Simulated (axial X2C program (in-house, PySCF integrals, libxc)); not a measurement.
## Potential curves of FeH, two-component

Calculated with an axial X2C code built on PySCF integrals. Two-component (2c) means X2C with spin–orbit coupling and atomic mean-field two-electron Coulomb and Gaunt terms. Basis: Fe dyall-cv3z [9s10p6d3f2g], H dyall-v3z [6s2p1d] (cores contracted in-house); Gaussian nuclei, density fitting, unrestricted open shells. Masses: Fe 55.935 u, H 1.008 u.

State: Ω = 5/2 (⟨Sz⟩ = 1.50, ⟨Lz⟩ = 1.00 at HF). Energies in kJ/mol from the lowest point of each curve. Fits are polynomials in 1 − R0/R over 0.85 to 1.23 times the lowest point R0.

| R (Å) | HF | TPSS |
| --- | --- | --- |
| 1.3433 | 92.20 | 26.00 |
| 1.4050 | 57.81 | 9.94 |
| 1.4514 | 38.53 | 3.19 |
| 1.4977 | 24.00 | 0.11 |
| 1.5440 | 13.47 | 0.00 |
| 1.5980 | 5.41 | 2.88 |
| 1.6521 | 1.11 | 8.31 |
| 1.7216 | 0.00 | 18.11 |
| 1.8065 | 3.70 | 33.05 |
| 1.9300 | 15.54 | 58.09 |

Occupations by symmetry block were frozen at the best pattern of an incomplete PBE0 search. Density functionals use the spin component along the axis (collinear). Other states lie close and PBE0, whose exact exchange favours high spin, may order them wrongly; the determinant shown need not be the ground state. The nearest other spin-free determinant of the search, M_S = 3/2, Λ = 0, lies 0.05 eV up at the distance of the search. The functionals have no current-density term, which raises determinants with orbital currents, atoms included. With several unpaired electrons one determinant need not be a pure state. A state of lower Ω lies just above, and one determinant can place such states too high, so the state shown need not be the lowest. The search has Ω = 1/2 only 0.04 eV up. The determinant is spin-polarised beyond a pure state at some levels (its spin-free form has ⟨S²⟩ too high), which makes Re and μ there less reliable.

Problem. Fit the HF curve near its minimum: give the equilibrium distance and the harmonic wavenumber.

Solution. At HF, 2c: Re = 1.704 Å, ωe ≈ 1550 cm⁻¹; Be follows as 5.86 cm⁻¹.

Problem. What are Re and ωe at the TPSS level?

Solution. At TPSS, 2c: Re = 1.522 Å, ωe ≈ 1880 cm⁻¹; Be follows as 7.35 cm⁻¹.
